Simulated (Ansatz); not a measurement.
Frontier orbitals of CH9InSi2, SMILES `[SiH3][SiH2][CH2][InH2]`.

Cartesian coordinates in Å:
```
Si -1.057 0.191 1.531
Si 0.232 -1.380 0.366
C 1.313 -0.355 -0.745
In 0.103 1.268 -1.560
H -1.394 1.224 0.476
H -0.298 0.932 2.574
H -2.353 -0.265 2.097
H 0.940 -2.304 1.299
H -0.719 -2.192 -0.445
H 2.147 0.085 -0.193
H 1.716 -0.961 -1.561
H -1.201 0.863 -2.613
H 0.571 2.893 -1.226
```

Charge 0, multiplicity 1. Correlated methods include outer-core shells of In, which these sets cover unevenly. In: def2 effective core potential. All single points use the PBE0-D4/def2-TZVP geometry. It is one conformer, not always the lowest. Basis def2-TZVPP, Ansatz 0.2.0.

Orbital energies of one run (eV). Highest occupied ones, from the top: -6.52, -7.14, -7.40, -8.35, -8.81, -9.17, -9.26, -10.56, -10.85, -12.60, -14.41, -17.52, -19.01, -19.08. Empty: -1.77, -0.78, -0.51, -0.19, 0.40, 0.79.

(1) Which functional gave them?
A. r2SCAN
B. r2SCAN0
C. LC-ωPBE
D. BLYP

## Answers

(1) A. HOMO energies: r2SCAN -6.52, r2SCAN0 -7.54, LC-ωPBE -9.95, BLYP -6.16 eV.

LC-ωPBE has ω = 0.4 bohr⁻¹.
